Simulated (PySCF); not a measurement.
H₉Si₄ (SMILES [SiH3][SiH][SiH2][SiH3]), doublet, at a GFN2-xTB geometry; DF-B3LYP/6-31+G* in PySCF.

Input for PySCF:
```python
from pyscf import gto, scf, dft

mol = gto.Mole()
mol.atom = '''
    Si    2.10288089    1.55719553   -0.11006786
    Si    1.30728363   -0.58975912   -0.25081520
    Si   -0.80060273   -1.31732844    0.33452500
    Si   -2.50338092    0.19889281   -0.03058452
    H     3.29785080    1.73855812   -0.94212433
    H     2.47307820    2.06553323    1.21946439
    H     1.07494532    2.47420315   -0.61499304
    H     2.34335668   -1.53978860    0.21473441
    H    -1.07562296   -2.54906831   -0.43306047
    H    -0.89654999   -1.79639903    1.73096861
    H    -3.82095604   -0.25713727    0.41463498
    H    -2.24713462    1.46425884    0.66136842
    H    -2.63549988    0.51382883   -1.45379673
'''
mol.basis = '6-31+g*'
mol.spin = 1
mol.verbose = 4
mol.build()

mf = dft.UKS(mol)
mf.xc = 'b3lyp'
mf = mf.density_fit(auxbasis='def2-universal-jkfit')
mf.kernel()
```

The log (banner, timings and long lists left out):

```
PySCF version 2.14.0

[INPUT] verbose = 4
[INPUT] num. atoms = 13
[INPUT] num. electrons = 65
[INPUT] charge = 0
[INPUT] spin (= nelec alpha-beta = 2S) = 1
[INPUT] symmetry False subgroup None
[INPUT] Mole.unit = angstrom
[INPUT] Symbol           X                Y                Z      unit          X                Y                Z       unit  Magmom
[INPUT]  1 Si     2.102880890000   1.557195530000  -0.110067860000 AA    3.973868954682   2.942673074097  -0.207998110517 Bohr   0.0
[INPUT]  2 Si     1.307283630000  -0.589759120000  -0.250815200000 AA    2.470408027827  -1.114483216265  -0.473972035878 Bohr   0.0
[INPUT]  3 Si    -0.800602730000  -1.317328440000   0.334525000000 AA   -1.512919894279  -2.489389967701   0.632160631820 Bohr   0.0
[INPUT]  4 Si    -2.503380920000   0.198892810000  -0.030584520000 AA   -4.730704324262   0.375852939045  -0.057796366451 Bohr   0.0
[INPUT]  5 H      3.297850800000   1.738558120000  -0.942124330000 AA    6.232034811678   3.285398698439  -1.780356958989 Bohr   0.0
[INPUT]  6 H      2.473078200000   2.065533230000   1.219464390000 AA    4.673440482632   3.903292105888   2.304453715760 Bohr   0.0
[INPUT]  7 H      1.074945320000   2.474203150000  -0.614993040000 AA    2.031352253683   4.675566330036  -1.162168414114 Bohr   0.0
[INPUT]  8 H      2.343356680000  -1.539788600000   0.214734410000 AA    4.428302337370  -2.909778743727   0.405789224420 Bohr   0.0
[INPUT]  9 H     -1.075622960000  -2.549068310000  -0.433060470000 AA   -2.032632807694  -4.817040978708  -0.818365683675 Bohr   0.0
[INPUT] 10 H     -0.896549990000  -1.796399030000   1.730968610000 AA   -1.694233938082  -3.394702177134   3.271056603119 Bohr   0.0
[INPUT] 11 H     -3.820956040000  -0.257137270000   0.414634980000 AA   -7.220560449603  -0.485919016718   0.783546553865 Bohr   0.0
[INPUT] 12 H     -2.247134620000   1.464258840000   0.661368420000 AA   -4.246468996829   2.767048183073   1.249805181236 Bohr   0.0
[INPUT] 13 H     -2.635499880000   0.513828830000  -1.453796730000 AA   -4.980372974524   0.970995763606  -2.747277660488 Bohr   0.0

nuclear repulsion = 309.601609198975
number of shells = 58
number of NR pGTOs = 256
number of NR cGTOs = 106
basis = 6-31+g*
ecp = {}

******** <class 'pyscf.df.df_jk.DFUKS'> ********
method = DFUKS
initial guess = minao
damping factor = 0
level_shift factor = 0
DIIS = <class 'pyscf.scf.diis.CDIIS'>
diis_start_cycle = 1
diis_space = 8
diis_damp = 0
SCF conv_tol = 1e-09
SCF conv_tol_grad = None
SCF max_cycles = 50
direct_scf = False
number electrons alpha = 33  beta = 32
XC library pyscf.dft.libxc version 7.1.2
    S. Lehtola, C. Steigemann, M. J. T. Oliveira, and M. A. L. Marques,  SoftwareX 7, 1–5 (2018)
XC functionals = b3lyp
    P. J. Stephens, F. J. Devlin, C. F. Chabalowski, and M. J. Frisch,  J. Phys. Chem. 98, 11623 (1994)
radial grids:
    Treutler-Ahlrichs [JCP 102, 346 (1995); DOI:10.1063/1.469408] (M4) radial grids

becke partition: Becke, JCP 88, 2547 (1988); DOI:10.1063/1.454033
pruning grids: <function nwchem_prune>
grids dens level: 3
symmetrized grids: False
atomic radii adjust function: <function treutler_atomic_radii_adjust>
small_rho_cutoff = 0
Set gradient conv threshold to 3.16228e-05
tot grids = 164992
******** <class 'pyscf.df.df.DF'> ********
auxbasis = def2-universal-jkfit
init E= -1163.13610033053

cycle= 1 E= -1163.32468957468  delta_E= -0.189  |g|= 0.104  |ddm|= 2.21
cycle= 2 E= -1163.33077224214  delta_E= -0.00608  |g|= 0.0579  |ddm|= 0.365
cycle= 3 E= -1163.33354624246  delta_E= -0.00277  |g|= 0.0211  |ddm|= 0.155
cycle= 4 E= -1163.33397004118  delta_E= -0.000424  |g|= 0.00305  |ddm|= 0.0517
cycle= 5 E= -1163.33398027465  delta_E= -1.02e-05  |g|= 0.00105  |ddm|= 0.00982
cycle= 6 E= -1163.33398154794  delta_E= -1.27e-06  |g|= 0.000329  |ddm|= 0.00334
cycle= 7 E= -1163.33398168246  delta_E= -1.35e-07  |g|= 0.000133  |ddm|= 0.00111
cycle= 8 E= -1163.33398170293  delta_E= -2.05e-08  |g|= 3.33e-05  |ddm|= 0.000464
cycle= 9 E= -1163.33398170427  delta_E= -1.35e-09  |g|= 9.1e-06  |ddm|= 0.000106
cycle= 10 E= -1163.33398170437  delta_E= -9.78e-11  |g|= 3.6e-06  |ddm|= 2.89e-05
Extra cycle  E= -1163.33398170437  delta_E= -9.09e-13  |g|= 3.18e-06  |ddm|= 1.53e-05
converged SCF energy = -1163.33398170437  <S^2> = 0.75316817  2S+1 = 2.0031657
```
